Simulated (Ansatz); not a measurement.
Ansatz (a quantum-chemistry and plane-wave program) input file for C₄H₇O, SMILES CCC(=O)[CH2], multiplicity 2, PBE/def2-SVPD. Geometry optimised at PBE-D3(BJ)/def2-SVP. The isomer is the one that the SMILES or the coordinates give; other isomers of the formula were not compared. Other conformers were not sampled.

Ansatz 0.2 input:
```yaml
crystal:
  periodic: [false, false, false]
  atoms:
    - {symbol: C, position_ang: [0.55517920, 1.88122748, -0.00000000]}
    - {symbol: C, position_ang: [-0.10893559, 0.59315944, 0.00000000]}
    - {symbol: O, position_ang: [-1.34848026, 0.51833726, 0.00000000]}
    - {symbol: C, position_ang: [0.76780020, -0.66075654, -0.00000000]}
    - {symbol: C, position_ang: [-0.03562401, -1.95447245, -0.00000000]}
    - {symbol: H, position_ang: [1.65275436, 1.97695477, -0.00000000]}
    - {symbol: H, position_ang: [-0.06768610, 2.78859607, 0.00000000]}
    - {symbol: H, position_ang: [1.44665802, -0.60366676, 0.88112873]}
    - {symbol: H, position_ang: [1.44665802, -0.60366676, -0.88112872]}
    - {symbol: H, position_ang: [0.62915602, -2.84027663, 0.00000000]}
    - {symbol: H, position_ang: [-0.69510852, -2.00979320, -0.88836253]}
    - {symbol: H, position_ang: [-0.69510852, -2.00979321, 0.88836253]}
basis:
  gaussian:
    orbitals: def2-SVPD
hamiltonian:
  xc: {name: PBE}
magnetization: {spin_polarized: true, initial_magnetization: 1}
```

It prints:

```
WARN ansatz: RAYON_NUM_THREADS=1 ignored (pool sized by the plan → 1); use --threads N
Functional definition: PBE
integrals: 0.08 GiB planned
1309 factors; their error is unknown
mean field: 0.74 GiB planned
mean field evaluation 1: about -6284.5136 eV, gradient 4.9e1 eV
mean field evaluation 2: about -6229.8995 eV, gradient 1.1e2 eV
mean field evaluation 4: about -6295.5946 eV, gradient 4.4e0 eV
mean field evaluation 8: about -6295.6968 eV, gradient 3.3e-1 eV
mean field evaluation 16: about -6295.6143 eV, gradient 2.2e-3 eV
mean field evaluation 32: about -6294.9498 eV, gradient 3.1e0 eV
mean field -6295.61427923 eV, -231.3595574411 hartree, gradient 3.4e-5 eV, S^2 0.756994; 3 other end points of the search recorded, 0 dependent functions left out
reference -6295.61432708 eV, -231.3595591995 hartree; 20, 19 occupied and 139, 140 virtual orbitals, 1309 factors
Total energy: -6295.61432708 eV, -231.3595591995 hartree
```

The run converged.
